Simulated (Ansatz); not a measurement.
A run on `O[SiH2]C(O)Cl` with other settings.

```yaml
crystal:
  periodic: [false, false, false]
  atoms:
    - {symbol: O, position_ang: [-1.965899, -0.701417, 0.253976]}
    - {symbol: Si, position_ang: [-0.418002, -1.007401, -0.016017]}
    - {symbol: C, position_ang: [0.593073, 0.551794, 0.216773]}
    - {symbol: O, position_ang: [1.897880, 0.367887, -0.128054]}
    - {symbol: Cl, position_ang: [-0.204490, 1.833816, -0.925781]}
    - {symbol: H, position_ang: [-2.413534, -0.004020, -0.294941]}
    - {symbol: H, position_ang: [-0.164039, -1.536584, -1.375973]}
    - {symbol: H, position_ang: [-0.024697, -1.936019, 1.065557]}
    - {symbol: H, position_ang: [0.470980, 1.077935, 1.137630]}
    - {symbol: H, position_ang: [2.422054, 1.130110, -0.026883]}
basis:
  gaussian: {orbitals: def2-TZVPP, nuclear_model: gaussian, point_charges: [{charge: 0.50, position_ang: [5.915, 0.075, -0.152]}]}
hamiltonian: {xc: {name: PBE0}}
correlation: {method: rpa}
```

```sh
$ ansatz run in.yaml --threads 4 --pin off --events-out ev --progress --plain --max-ram 10444MiB
```

Shortened log:

```
Functional definition: PBE0
1479 factors; integrals over basis functions are off by at most 9.5e-4 eV
mean field evaluation 1: about -25595.9279 eV, gradient 6.7e1 eV
mean field evaluation 2: about -25596.1185 eV, gradient 6.7e1 eV
mean field evaluation 4: about -25603.4481 eV, gradient 7.8e0 eV
mean field evaluation 8: about -25603.5755 eV, gradient 1.2e0 eV
mean field evaluation 16: about -25603.5785 eV, gradient 2.2e-4 eV
mean field -25603.57854715 eV, -940.9141568790 hartree, gradient 4.3e-6 eV, S^2 0.000000; 0 other end points of the search recorded, 0 dependent functions left out
13 core orbitals not correlated: weight in the atoms' cores, before any rotation towards them, 1.000 or more for the frozen orbitals, at most 0.000 for the correlated occupied ones
reference -25552.77252323 eV, -939.0470699374 hartree; 16, 16 occupied and 218, 218 virtual orbitals, 1479 factors
Total energy: -25591.30976008 eV, -940.4632872701 hartree
```

It took 6.5 s on 4 threads of an Arm Neoverse V1 on a shared host, with 0.65 GiB of host memory at the peak.
